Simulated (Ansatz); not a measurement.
Reaction (hydrogenolysis of the Si–C bond): `CC[SiH2]Br` + H₂ → `[SiH3]Br` + `CC`

Gas-phase electronic energies from Ansatz, PBE0-D4/def2-TZVP geometries. CBS: MP2 limit from def2 TZ/QZ plus the TZ coupled-cluster correction, frozen cores. This one scheme is used for every species. DFT in def2-TZVPP. HSE06 is defined as in plane-wave codes. For Br outer-core shells are correlated without core-valence functions, which leaves a few kJ/mol of doubt a bond. Scalar relativity is left out up to krypton. Each species was taken in one conformer, which may not be the lowest.

`CC[SiH2]Br`:

```xyz
11

C    -1.131   -0.856   -0.402
C    -0.455    0.184    0.490
Si    1.289    0.557   -0.058
Br    2.207    2.076    1.289
H    -2.150   -1.061   -0.067
H    -0.588   -1.804   -0.397
H    -1.191   -0.517   -1.440
H    -1.019    1.122    0.493
H    -0.420   -0.158    1.529
H     2.144   -0.656   -0.003
H     1.315    1.113   -1.434
```

H₂:

Z-matrix (Å, degrees):
```
H
H 1 0.746
```

`[SiH3]Br`:

```xyz
5

Si   -0.005    0.148   -0.069
Br    0.065   -1.860    0.873
H     1.073    0.228   -1.080
H     0.196    1.167    0.986
H    -1.330    0.318   -0.709
```

`CC`:

Cartesian coordinates in Å:
```
C -0.113 0.607 0.442
C 0.113 -0.607 -0.442
H -0.025 1.536 -0.126
H -1.108 0.592 0.894
H 0.616 0.649 1.255
H 0.025 -1.536 0.125
H 1.108 -0.592 -0.894
H -0.616 -0.649 -1.255
```

```tsv
level	ΔE (kJ/mol)	difference from CCSD(T)/CBS
LDA (SPW92)	-15.7	3.3
revPBE-D4	-12.8	6.2
HSE06-D4	-20.5	-1.5
B2PLYP	-28.1	-9.1
revPBE	-28.8	-9.8
r2SCAN0	-23.4	-4.4
BHLYP	-37.6	-18.6
CAM-B3LYP	-33.2	-14.2
SCS-MP2/def2-TZVPP	-23.0	-4.0
HF/def2-QZVPP	-48.8	-29.8
CCSD(T)/CBS	-19.0	0
```

Largest T1 diagnostic among the species: 0.008.

At CCSD(T), def2-SVP lies −15.4 kJ/mol from the extrapolated value and def2-TZVPP −2.9 kJ/mol. From r2SCAN to r2SCAN0 (25 % exact exchange), in def2-TZVPP and without D4, ΔE moves by −3.1 kJ/mol. Leaving LDA and LC-ωPBE aside and taking each functional with its dispersion term where it has one, the values spread over 15.3 kJ/mol, from B2PLYP to revPBE-D4. LDA lies +8.8 kJ/mol from PBE without D4.
